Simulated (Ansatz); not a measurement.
System: methylaminoboronic acid, CH$_{6}$BNO$_{2}$ (charge 0, singlet). 
Structure (B3LYP-D3(BJ)/def2-TZVP (Ansatz, an electronic-structure program) minimum search):
```
N
H 1 1.0057
B 1 1.4228 2 119.38
O 3 1.3752 1 122.75 2 -173.41
H 4 0.9593 3 114.46 1 4.27
O 3 1.3771 4 114.73 5 -176.25
H 6 0.9593 3 114.63 4 -176.32
C 1 1.4507 2 114.07 3 -172.86
H 8 1.0909 1 110.60 2 -34.11
H 8 1.0926 9 106.45 1 120.00
H 8 1.0963 9 107.88 10 115.73
```
Charge 0, spin multiplicity 1.

Property: atomisation energy (electronic, to ground-state atoms); the coupled-cluster value holds the core correlation from cc-pwCVTZ, in kJ/mol. Valence correlation only, unless marked. Open shells are spin-unrestricted. Spin-orbit coupling is left out. Non-relativistic. Basis-set limits of correlation are two-point, X^-3; Hartree-Fock from the larger set.

Level to compare with: CCSD(T)/CBS(aug-cc-pVTZ,aug-cc-pVQZ) plus the core term (Ansatz), 4503.9 kJ/mol. It is a level with limits of its own, and the differences hold the functionals' basis error too.

### Question
Rank these functionals by how close they come to CCSD(T)/CBS(aug-cc-pVTZ,aug-cc-pVQZ), closest first: PBE/def2-TZVPD (Ansatz); r2SCAN0/def2-TZVPD (Ansatz); CAM-B3LYP/def2-TZVPD (Ansatz); SVWN5/def2-TZVPD (Ansatz).

### Answer
CAM-B3LYP/def2-TZVPD (range-separated hybrid, 4505.4 kJ/mol, difference 1.5), PBE/def2-TZVPD (GGA, 4570.5 kJ/mol, difference 66.6), r2SCAN0/def2-TZVPD (hybrid meta-GGA, 4400.3 kJ/mol, difference -103.6), SVWN5/def2-TZVPD (LDA, 5176.5 kJ/mol, difference 672.6)
